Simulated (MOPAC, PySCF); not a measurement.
H3AlS2, SMILES `[SH][AlH][SH]` (H–S–Al–S torsion 0°, S–Al–S–H torsion 0°), neutral singlet in the gas phase. 

Cartesian coordinates (Å):
```xyz
6

S      1.9099     0.2363     0.0109
Al    -0.1960     0.8270    -0.0210
S     -1.8163    -0.6423     0.0049
H      1.6587    -1.0835     0.0438
H     -0.5560     2.3540    -0.0639
H     -1.0024    -1.7111     0.0390
```
Charge 0, multiplicity 1.

All levels are single points at this geometry (TPSSh-D3(BJ)/def2-TZVP); Pople sets use spherical d functions. Orbital energies aren't observables, and empty levels follow the basis.

PM7 in MOPAC gives gap (eV) = 8.80.

Task: Estimate the gap (eV) from each of these levels: TPSSh-D3(BJ)/def2-TZVP in PySCF; B3LYP/6-311+G** in PySCF; SVWN5/6-31G* in PySCF; HF/STO-3G in PySCF; PM3 in MOPAC.

Result: 
```csv
level,gap (eV)
TPSSh-D3(BJ)/def2-TZVP in PySCF,5.71
B3LYP/6-311+G** in PySCF,6.13
SVWN5/6-31G* in PySCF,4.60
HF/STO-3G in PySCF,15.18
PM3 in MOPAC,6.74
```
